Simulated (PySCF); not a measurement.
C2H8F2Si2, SMILES FC(F)C([SiH3])[SiH3]. Atoms are numbered in the order given.

```xyz
14

F      0.7251     1.1550     1.2659
C      0.5013     1.2108    -0.0817
F     -0.4965     2.1251    -0.2796
C      0.1018    -0.1539    -0.6012
Si    -1.7071    -0.5952    -0.1678
Si     1.3069    -1.5125    -0.0243
H      1.4142     1.6139    -0.5543
H      0.1608    -0.1287    -1.7036
H     -1.9693    -0.3197     1.2696
H     -1.8852    -2.0546    -0.4237
H     -2.6664     0.1587    -1.0199
H      0.9922    -1.9471     1.3635
H      2.7073    -1.0004    -0.0773
H      1.1732    -2.6763    -0.9444
```
Charge 0, spin multiplicity 1.

The structure is a stationary point at B3LYP-D3(BJ)/def2-SVP. This is a generated structure with no PubChem entry under its InChIKey; it may be hypothetical. One conformer was computed; it need not be the lowest.

Two levels are set side by side: PBE/pcSseg-1 (PySCF) and PBE0/pcSseg-1 (PySCF). GIAO shifts against CFCl3 (¹⁹F), TMS (²⁹Si), TMS (¹H), TMS (¹³C) at the same level; non-relativistic, no solvent, atoms listed together averaged. Differences are taken from unrounded values.

```json
[
 {"quantity": "δ(¹³C) of C2 (ppm)", "PBE0": "124.4", "PBE": "129.5", "PBE minus PBE0": "5.1"},
 {"quantity": "δ(¹³C) of C4 (ppm)", "PBE0": "12.5", "PBE": "14.6", "PBE minus PBE0": "2.1"},
 {"quantity": "δ(¹H) of H7 (ppm)", "PBE0": "6.42", "PBE": "6.70", "PBE minus PBE0": "0.28"},
 {"quantity": "δ(¹H) of H8 (ppm)", "PBE0": "1.14", "PBE": "1.29", "PBE minus PBE0": "0.15"}
]
```

Rough cost on one machine, each run with all the roots and properties that it gave: PBE0 against PBE within a factor of 2.
